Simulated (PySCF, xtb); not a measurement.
In(H)2(OMe) (CH₅InO), SMILES [InH2][O]C.

GFN2-xTB run with xtb at its own geometry gives an orbital gap of 3.84 eV and a dipole moment of 1.60 D.

Geometry: B3LYP-D3(BJ)/def2-SVP. The def2 effective core potentials stand for the cores of In; spin–orbit coupling is left out.

Q: What does PySCF with HF/def2-TZVPD give? (The exact figures need the calculation; the answer reports its results.)

A: gap 11.58 eV (levels -10.97 and 0.62 eV), dipole 2.14 D.
